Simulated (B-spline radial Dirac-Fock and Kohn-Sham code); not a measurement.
# Two-hole binding energies of Zn³⁺

System: the Zn³⁺ ion, configuration [Ar] 3d9.

The run's input, task.json:

```json
{"items": [{
  "Z": 30,
  "q": 3,
  "cfg": [[1, 0, 2], [2, 0, 2], [2, 1, 6], [3, 0, 2], [3, 1, 6], [3, 2, 9]],
  "A": 64,
  "rrms": 3.9283,
  "do": ["binding", "quiet", "double"]
}]}
```

Launch: `python xray_run.py task.json out`

Method: Dirac-Fock (average of configuration) total-energy differences with a finite nucleus, the Breit interaction including its frequency dependence, and self-energy and vacuum-polarisation corrections. Computed with a B-spline atomic structure program. U is the two-hole binding energy less the two single-hole energies, the effective repulsion of the holes after relaxation. Each two-hole energy is an average over J within one jj subconfiguration.

| holes | E(a) (eV) | E(b) (eV) | E(ab) (eV) | U (eV) |
| --- | --- | --- | --- | --- |
| 1s⁻² | 9713.8 | 9713.8 | 19859.6 | 431.9 |
| 1s⁻¹ 2p1/2⁻¹ | 9713.8 | 1099.3 | 10926.1 | 113.0 |
| 1s⁻¹ 2p3/2⁻¹ | 9713.8 | 1075.9 | ? | ? |
| 1s⁻¹ 3p1/2⁻¹ | 9713.8 | 144.7 | 9891.9 | 33.4 |
| 1s⁻¹ 3p3/2⁻¹ | 9713.8 | 141.6 | 9888.2 | 32.8 |
| 2s⁻² | 1253.7 | 1253.7 | 2575.5 | 68.1 |
| 2s⁻¹ 2p1/2⁻¹ | 1253.7 | 1099.3 | 2415.1 | 62.1 |
| 2s⁻¹ 2p3/2⁻¹ | 1253.7 | 1075.9 | 2391.1 | 61.5 |
| 2p1/2⁻² | 1099.3 | 1099.3 | 2280.9 | 82.3 |
| 2s⁻¹ 3p1/2⁻¹ | 1253.7 | 144.7 | 1428.1 | 29.7 |
| 2s⁻¹ 3p3/2⁻¹ | 1253.7 | 141.6 | 1424.7 | 29.4 |
| 2p1/2⁻¹ 3s⁻¹ | 1099.3 | 194.7 | 1324.2 | 30.1 |
| 3p1/2⁻² | 144.7 | 144.7 | 316.6 | 27.2 |
| 3p3/2⁻² | 141.6 | 141.6 | 309.0 | 25.8 |

Question: Give the missing two-hole energy and U.

Answer: E(ab) = 10899.4 eV and U = 109.7 eV.

Run: 41 s of CPU time on 1 thread of Intel(R) Xeon(R) Platinum 8375C CPU @ 2.90GHz (shared host), peak memory 0.37 GiB.
